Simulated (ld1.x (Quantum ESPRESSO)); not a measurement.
**Ni (Z = 28), TM: configuration errors across variants**

ld1.x (Quantum ESPRESSO) 7.5 input, shortened:

```
&input
   title='Ni', zed=28., rel=1, dft='PBE', iswitch=3,
   config='[Ar] 3d8 4s2 4p0'
 /
 &inputp
   pseudotype=2, tm=.true., lloc=2,
   nlcc=.false.
 /
3
3S  1  0   2.00   0.00  0.95  0.95  0.0
3P  2  1   6.00   0.00  1.15  1.15  0.0
3D  3  2   8.00   0.00  1.50  1.50  0.0
 &test
   configts(1)='3s2 3p6 3d8 4s2 4p0'
 /
```

Occupied shells without a wave of their own: 4s. They enter only through the test configuration that unscreens the potential.

All-electron excitation energies from the reference (eV): (1) 3s2 3p6 3d8 4s1 4p0 9.322; (2) 3s2 3p6 3d8 4s0 4p0 26.673; (3) 3s2 3p6 3d7 4s0 4p0 64.140; (4) 3s2 3p5 3d8 4s2 4p0 79.524; (5) 3s2 3p6 3d8 4s1.5 4p0 3.717; (6) 3s2 3p6 3d9 4s0 4p0 6.318; (7) 3s2 3p6 3d7 4s2 4p0 16.120.

For the base: The 4s level has no wave, so the channel is fitted at the deeper level alone: the likely source of the large errors.

3 further variants failed, have other tests or too few solved ones, and are left out.

The file “local potential all-electron potential smoothed inside 1.45 bohr (lloc = -1)” misses its own reference levels by 0.7 eV. The file “wave 3s (bound): rc 0.95 bohr becomes 3s (bound): rc 0.84 bohr” misses its own reference levels by 0.4 eV.

Errors AE − PS in meV (a dash: test not solved or not reliable):

```csv
change,(1),(2),(3),(4),(5),(6),(7),bound ghosts
base,+260,+588,+482,-5.0,+118,+529,+146,none
wave 3s (bound): rc 0.95 bohr becomes 3s (bound): rc 1.10 bohr,-215,-678,-1555,+161,-86,-133,+223,none
wave 3d (bound): rc 1.50 bohr becomes 3d (bound): rc 1.18 bohr,-177,-470,-859,+42,-76,-216,+66,none
wave 3p (bound): rc 1.15 bohr becomes 3p (bound): rc 0.70 bohr,+261,+590,+483,+1.8,+118,+533,+149,none
local potential all-electron potential smoothed inside 1.45 bohr (lloc = -1),-963,-2470,-3812,-88,-420,-1433,+64,none
wave 3s (bound): rc 0.95 bohr becomes 3s (bound): rc 0.84 bohr,+474,+1152,+1391,-90,+210,+823,+106,none
```

Task: Give the same row for: local potential all-electron potential smoothed inside 1.05 bohr (lloc = -1).

Result: -5.8, -11, -50, -188, -2.8, +13, +24; bound ghosts: none.
